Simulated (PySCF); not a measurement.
TiH₄, SMILES [TiH4], multiplicity 1. Atoms are numbered in the order given.

```xyz
5

Ti     0.0000     0.0000     0.0000
H      0.9798     0.9798     0.9798
H     -0.9798     0.9798    -0.9798
H     -0.9798    -0.9798     0.9798
H      0.9798    -0.9798    -0.9798
```
Charge 0, spin multiplicity 1.

Geometry optimised at B3LYP-D3(BJ)/def2-TZVPD. The multiplicity is an assumed one; other spin states were not compared.

Calculation: PBE/def2-TZVPD (PySCF).

Symmetry labels are those of the subgroup D2 that the program uses (full group Td).

Computed valence orbital energies around the gap with their symmetry:
| orbital | symmetry | energy (eV) |
|---|---|---|
| HOMO−7 | A | -61.75 |
| HOMO−6 | B1 | -38.74 |
| HOMO−5 | B2 | -38.74 |
| HOMO−4 | B3 | -38.74 |
| HOMO−3 | A | -8.27 |
| HOMO−2 | B1 | -7.45 |
| HOMO−1 | B2 | -7.45 |
| HOMO | B3 | -7.45 |
| LUMO | A | -4.33 |
| LUMO+1 | A | -4.33 |
| LUMO+2 | B2 | -3.13 |
| LUMO+3 | B3 | -3.13 |
